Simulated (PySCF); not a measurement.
Al¹²⁺ (aluminium, charge +12) across methods

1s1, 2S determinant. Computed with PySCF 2.14 in an uncontracted even-tempered set (17 s from 6.2 bohr⁻², ratio 2; 7 p from 9.7 bohr⁻², ratio 2.2; 4 d from 29 bohr⁻², ratio 2.2; 4 f from 44 bohr⁻², ratio 2.2; 3 g from 65 bohr⁻², ratio 2.2; 2 h from 98 bohr⁻², ratio 2.2), with the non-relativistic Hamiltonian (point nucleus).

| method | E (hartree) | mean ε 1s α (eV) | Σ⟨r²⟩ (bohr²) | ⟨S²⟩ |
| --- | --- | --- | --- | --- |
| r2SCAN0 | -84.5000 | -2244.5 | 0.01778 | 0.750 |
| PBE0 | -84.4426 | -2237.3 | 0.01783 | 0.750 |
| PBE | -84.4216 | -2216.6 | 0.01786 | 0.750 |
| LDA | -83.9768 | -2206.6 | 0.01794 | 0.750 |
| TPSSh | -84.5001 | -2230.7 | 0.01779 | 0.750 |
| UHF | -84.49997 | -2299.4 | 0.01775 | 0.750 |

Estimate the same row for r2SCAN.

E (hartree) = -84.5001; mean ε 1s α (eV) = -2226.2; Σ⟨r²⟩ (bohr²) = 0.01779; ⟨S²⟩ = 0.750.

For one electron the Hartree and exchange-correlation energies should cancel; what remains is the self-interaction error.
